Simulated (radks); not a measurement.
The numbers below are computed, except where a source is named.
Species: the palladium ion Pd4+. Configuration: [Kr] 4d6. Level of theory: Dirac Kohn-Sham, HCTH/407, spin-unpolarised, spherical densities, finite nucleus; open shells fill j = l - 1/2 first; Fermi nuclear charge, rms radius 4.5318 fm (a radial shooting solver on a logarithmic mesh with Libxc functionals).

Radial electron density D(r) = 4 pi r^2 rho(r):

```
   r/bohr * D(r) (the largest magnitude, 73.2, reaches the edge; | marks zero)
 0.001237 |*
 0.001611 | *
 0.002097 |  *
 0.002731 |    *
 0.003528 |      *
 0.004593 |          *
 0.005981 |               *
 0.007788 |                     *
  0.01006 |                            *
   0.0131 |                                    *
  0.01706 |                                         *
  0.02221 |                                            *
  0.02892 |                                          *
  0.03736 |                                      *
  0.04865 |                                      *
  0.06335 |                                           *
  0.08249 |                                                    *
   0.1066 |                                                      *
   0.1387 |                                             *
   0.1807 |                                    *
   0.2352 |                                       *
   0.3039 |                                           *
   0.3957 |                                 *
   0.5152 |                 *
   0.6709 |           *
   0.8667 |            *
    1.128 |         *
    1.469 |    *
    1.913 |*
    2.472 *
    3.218 *
    4.191 *
```

D(r) has 4 maxima, at r = 0.0224, 0.0984, 0.297, 0.874 bohr, and minima at 0.0446, 0.194, 0.676 bohr, inside which lie 2.04, 11.18, 29.04 electrons.
